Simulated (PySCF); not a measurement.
## Stationary points of Cu2Te

Computed with B3LYP in PySCF with Te def2-SVP with ECP28, Cu def2-SVP; scalar-relativistic core potentials, no spin–orbit coupling; density-fitted integrals.

Relaxations began from a few typed shapes. The search is not exhaustive: other isomers or separated fragments can lie lower, and high-lying points may rest on an excited occupation.

| spin | group | bonds | angles | imaginary modes (cm⁻¹) | ΔE (kJ/mol) | ΔE with ZPE (kJ/mol) |
| --- | --- | --- | --- | --- | --- | --- |
| singlet | C2v | Cu–Cu 2.496 Å, Te–Cu 2.426 Å (×2) | Cu–Cu–Te 59.0° (×2), Cu–Te–Cu 61.9° | none | 0.0 | 0.0 |
| singlet | D∞h | Te–Cu 2.371 Å (×2) | Cu–Te–Cu 180.0° | 136i, 136i | 137.2 | – |

The lowest minimum found is the singlet C2v: Cu–Cu 2.496 Å, Te–Cu 2.426 Å (×2); Cu–Cu–Te 59.0° (×2), Cu–Te–Cu 61.9°.
